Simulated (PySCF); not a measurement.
# Electric field gradients and quadrupole coupling constants

Compound: C₄H₅F₃O.
Cartesian coordinates in Å at the GFN2-xTB level; atoms count from 1:
```
atom  x, y, z in Å
C1     2.214   -0.633   -0.141
O2     0.846   -0.455    0.163
C3     0.176    0.496   -0.485
C4    -1.125    0.723   -0.285
F5    -1.730    1.718   -0.982
C6    -2.039   -0.010    0.649
F7    -1.604    0.059    1.932
F8    -2.100   -1.333    0.353
H9     2.786   -0.532    0.783
H10    2.354   -1.641   -0.539
H11    2.568    0.097   -0.870
H12    0.709    1.113   -1.203
H13   -3.060    0.399    0.608
```

Field gradients from the B3LYP/pcJ-1 density (PySCF, non-relativistic), principal values in atomic units, ordered |Vxx| ≤ |Vyy| ≤ |Vzz|:

```csv
atom,Vxx,Vyy,Vzz
O2,-0.3784,-1.5738,1.9522
```

Task: Find the asymmetry η = (Vxx − Vyy)/Vzz and the couplings χ = eQV/h (234.96 MHz × Q in barn × V in au), with Q(17O) = −0.0256 b.

Result: 
```
atom   environment  nucleus     η  χzz (MHz)  χxx (MHz)  χyy (MHz)
  O2  ether oxygen      17O  0.61     -11.74       2.28       9.47
```

Task: What is Vzz at O2 in SI units (1 au = 9.71736 × 10²¹ V/m²)?

Result: 1.9522 au = 18.970 × 10²¹ V/m².

Were the hydrogens deuterons (Q(2H) = 0.00286 b), χzz would run from 173 kHz (H13) to 200 kHz (H12).

Geometry: GFN2-xTB, one conformer, isolated molecule. GFN2-xTB bond lengths can be off by several hundredths of an ångström, more for odd bonds, and the gradients follow them. With so small a basis the couplings can be 20 % off.
